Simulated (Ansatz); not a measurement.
Frontier orbitals of `N[SiH2]B(N)O`.

```xyz
12

N    -0.063   -0.724   -1.802
Si    0.249   -1.100   -0.136
B    -0.045    0.596    0.940
N     0.039    1.812    0.254
O    -0.325    0.636    2.286
H     0.243   -1.373   -2.510
H    -0.976   -0.365   -2.040
H    -0.567   -2.231    0.425
H     1.661   -1.580   -0.081
H    -0.081    2.706    0.703
H     0.270    1.853   -0.723
H    -0.407   -0.232    2.683
```

Total charge 0; spin multiplicity 1. The geometry is a stationary point of PBE0-D4/def2-TZVP. It is one conformer, not always the lowest. Basis def2-TZVPP, Ansatz 0.2.0.

Orbital energies of one run (eV). Highest occupied ones, from the top: -9.58, -10.27, -10.43, -11.89, -13.02, -13.29, -14.24, -15.21, -16.05, -16.58, -17.93, -18.42, -26.46, -26.89. Empty: 1.97, 2.80, 2.89, 3.79, 4.03, 4.24.

Task: Which functional gave them?
A. BHLYP
B. r2SCANh
C. HSE06 (plane-wave form)
D. ωB97X-V

Result: D. HOMO energies: ωB97X-V -9.58, r2SCANh -6.58, BHLYP -8.47, HSE06 -6.75 eV.
